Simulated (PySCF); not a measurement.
C4H5BCl2.
Bonds: C1–C2, C2–C3 (triple), C3–C4, C4–B5, B5–Cl6, B5–Cl7. Hydrogens: H8, H9, H10 on C1; H11, H12 on C4.

A GFN2-xTB structure with every atom displaced at random (by about 0.01 Å) was refined with PBE0-D3(BJ)/def2-SVP geometry optimisation, gas phase (PySCF). Values at the start:

```csv
coordinate,start
C1–C2,1.460 Å
C1–H8,1.064 Å
C2≡C3,1.209 Å
C3–C4,1.404 Å
C4–B5,1.616 Å
C4–H11,1.093 Å
B5–Cl6,1.719 Å
B5–Cl7,1.720 Å
C1–C2–C3,178.6°
C2–C3–C4,179.8°
C3–C4–B5,114.9°
C4–B5–Cl6,120.9°
C4–B5–Cl7,120.4°
Cl6–B5–Cl7,118.7°
C3–C4–B5–Cl6,173°
```

**Question.** How do these coordinates change at the PBE0-D3(BJ)/def2-SVP level?

**Answer.** 
```csv
coordinate,PBE0-D3(BJ)/def2-SVP (Å or °),change
C3–C4,1.452,+0.048
C4–B5,1.573,-0.043
C1–H8,1.101,+0.037
B5–Cl6,1.754,+0.035
B5–Cl7,1.742,+0.022
C4–H11,1.106,+0.013
C1–C2,1.454,-0.006
C2≡C3,1.212,+0.003
C4–B5–Cl7,122.8,+2.4
C4–B5–Cl6,118.6,-2.3
C3–C4–B5,116.8,+1.9
C2–C3–C4,178.7,-1.1
C1–C2–C3,179.7,+1.1
Cl6–B5–Cl7,118.6,-0.1
C3–C4–B5–Cl6,177,+4
```

The energy falls by 3.4 kcal/mol over 6 energy and gradient evaluations, the largest force component goes from 0.0421 to 3.4e-04 Eh/bohr, and the atoms move by 0.099 Å rms after alignment. The bond that changes most is C3–C4 (alkyne carbon to sp3 carbon bound to boron), which lengthens by 0.048 Å. Bonds longer at the end by more than 0.005 Å: 6 of 11; shorter: 3. Rotational constants go from 3745, 806.6, 670.5 to 3602, 791.5, 654.4 MHz.

The run used 131 basis functions and 42 SCF cycles in all. On one thread, Arm Neoverse V1 (aarch64), shared host with 32 logical CPUs at a one-minute load of 17, this took 43 s wall and 0.53 GiB of memory at its peak.

No frequency check. One conformer, not necessarily the lowest.

Conformer computed: `[CH3:1][C:2]#[C:3][CH2:4][B:5]([Cl:6])[Cl:7]`: C3–C4–B5–Cl6 177°.
